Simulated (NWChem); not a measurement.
Species: C2H5BO2; SMILES OB(O)C=C

```xyz
10

B     -0.0115    -0.5041     0.0006
C     -0.6660     0.9161     0.0021
C      0.0513     2.0477    -0.0017
H     -1.7557     1.0092     0.0061
H     -0.4064     3.0357    -0.0010
H      1.1388     2.0210    -0.0056
O      1.3521    -0.6154     0.0009
H      1.6172    -1.5478    -0.0008
O     -0.7459    -1.6691    -0.0012
H     -1.6983    -1.5038    -0.0016
```
Atoms are numbered in this order, from 1.

All runs: NWChem. The geometry was optimised at B3LYP/6-31G* (spherical d). Level SCAN/def2-SVP: energy and gradient on several grids; changes count from the extra-fine grid, which is no exact limit either.

```json
[
 {"grid": "xcoarse", "size of the energy change (μHa)": "6000", "largest change of a gradient component (μHa/bohr)": "7000", "time, medium = 1 (rough)": "about 1"},
 {"grid": "coarse", "size of the energy change (μHa)": "10000", "largest change of a gradient component (μHa/bohr)": "2000", "time, medium = 1 (rough)": "about 1"},
 {"grid": "medium", "size of the energy change (μHa)": "4000", "largest change of a gradient component (μHa/bohr)": "1000", "time, medium = 1 (rough)": "about 1"},
 {"grid": "fine", "size of the energy change (μHa)": "1000", "largest change of a gradient component (μHa/bohr)": "800", "time, medium = 1 (rough)": "about 1"},
 {"grid": "xfine", "size of the energy change (μHa)": "< 10", "largest change of a gradient component (μHa/bohr)": "< 30", "time, medium = 1 (rough)": "4"}
]
```
